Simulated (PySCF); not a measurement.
Species: C5H8FP.
Cartesian coordinates in Å at the PBE0-D3(BJ)/def2-SVP level; atoms count from 1:
```xyz
15
C5H8FP angstrom
C     -2.3378    0.8946   -0.4151
C     -1.8227   -0.2154   -0.9476
C     -1.0568   -1.2517   -0.1899
P      0.7487   -1.2985   -0.7019
C      1.3504   -0.0147    0.2118
C      2.7625    0.4420    0.2156
F      0.5903    0.7117    1.0378
H     -2.2335    1.1166    0.6513
H     -2.8757    1.6217   -1.0289
H     -1.9372   -0.3915   -2.0247
H     -1.1231   -1.0790    0.8947
H     -1.4547   -2.2583   -0.4000
H      3.1888    0.3604    1.2297
H      3.3710   -0.1533   -0.4773
H      2.8165    1.5037   -0.0782
```

Level: PBE0/pcSseg-1 in PySCF, non-relativistic, on one gas-phase PBE0-D3(BJ)/def2-SVP geometry that isn't relaxed in the solvent. The solvent is an IEF-PCM continuum (cavity from Bondi-type radii × 1.2). Only the electrostatic response of the medium enters.

| run | E − E(gas) (kcal/mol) | HOMO (eV) | HOMO–LUMO gap (eV) | dipole (D) |
| --- | --- | --- | --- | --- |
| gas | 0.00 | -6.77 | 5.47 | 0.92 |
| P | -2.78 | -6.78 | 5.49 | 1.15 |
| Q | -3.35 | -6.80 | 5.49 | 1.19 |

Q: The runs were made in acetonitrile and tetrahydrofuran. Which run belongs to which solvent?

A: P = tetrahydrofuran, Q = acetonitrile. The dielectric constants are 7.426 (tetrahydrofuran), 35.69 (acetonitrile), and the energy falls further as ε rises. In this model the ground state sees the solvent through ε alone.

Q: How constant is the ratio of the lowering to (ε − 1)/(2ε + 1)?

A: 
```tsv
solvent	(ε − 1)/(2ε + 1)	E − E(gas) (kcal/mol)	ratio (kcal/mol)	polarisation term (kcal/mol)
tetrahydrofuran	0.405	-2.78	-6.8	-3.03
acetonitrile	0.479	-3.35	-7.0	-3.71
```

The ratio changes by +1.9 % in size from tetrahydrofuran to acetonitrile. The polarisation term is half the interaction of the solute with the induced surface charges.

Time: 21 s; peak memory 0.92 GiB. Hardware: an Arm Neoverse V2 with one thread, no GPU (shared host). This is the whole shielding run at PBE0/pcSseg-1 in acetonitrile, SCF included.
